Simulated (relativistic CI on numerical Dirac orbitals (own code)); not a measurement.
## Sensitivity of the levels of Bi LVIII to α and to the nuclear radius

Computed by Dirac-Coulomb-Breit CI, orbitals from a KLI potential per configuration, derivatives by finite differences, unscaled Slater integrals, QED left out (own radial code, finite nucleus).

CI space (outside the closed core [Ne]): 3s2.3p6.3d8, 3s2.3p5.3d9, 3s2.3p4.3d10, 3s.3p6.3d9, 3p6.3d10, 3s.3p5.3d10, 3s2.3p6.3d7.4s, 3s2.3p6.3d7.4p. Levels of other configurations are missing.

With x = (α/α₀)² − 1 an excitation energy changes as ω = ω₀ + qx; K = 2q/ω₀ is the relative enhancement. Terms are leading LS components, so labels can repeat. The field-shift factor is F = δν/δ⟨r²⟩ for the transition from the lowest level.

Lowest level 3s2.3p6.3d8 3F_4.

```
            Level  ω₀ (cm⁻¹)   q (cm⁻¹)  F (GHz/fm²)
 3s2.3p6.3d8 1D_2      85500       6267        0.103
 3s2.3p6.3d8 1S_0     276885      28600          2.8
 3s2.3p6.3d8 3F_3     922528     967300         40.4
 3s2.3p6.3d8 3P_2    1013142     972500         40.8
 3s2.3p6.3d8 1G_4    1059666     955400         41.4
 3s2.3p6.3d8 3P_1    1064876     982300         41.7
 3s2.3p6.3d8 3F_2    1911939  1.936e+06         80.6
 3s2.3p6.3d8 3P_0    2142472  1.946e+06         82.5
3s2.3p5.3d9 3F°_4    4358733  1.171e+06         94.8
3s2.3p5.3d9 1D°_2    4454826  1.186e+06         94.1
3s2.3p5.3d9 3D°_3    4607600    1.2e+06         97.7
3s2.3p5.3d9 1P°_1    4709766  1.205e+06         83.7
3s2.3p5.3d9 3D°_2    5428845  2.144e+06          136
3s2.3p5.3d9 3P°_0    5501484  2.159e+06          134
3s2.3p5.3d9 3P°_1    5515995  2.148e+06          134
3s2.3p5.3d9 3F°_3    5516211  2.145e+06          131
3s2.3p5.3d9 3P°_2    8996325  7.013e+06        -1350
3s2.3p4.3d10 3P_2    9022748  2.385e+06          107
3s2.3p5.3d9 1F°_3    9060086  6.995e+06        -1350
3s2.3p4.3d10 1S_0    9227121  2.379e+06          171
3s2.3p5.3d9 3F°_2    9773758  7.946e+06        -1300
3s2.3p5.3d9 3D°_1   10082608  8.007e+06        -1330
  3s.3p6.3d9 3D_3   11301305  7.575e+06       -17400
```

At this charge energies of transitions that change n are usually good to better than 1 %, and those within a shell (Δn = 0) to a few per cent.

Problem. Which transition from the lowest level has the largest |K|?

Solution. 3s2.3p6.3d8 3F_3 at 922528 cm⁻¹, K = 2.1.
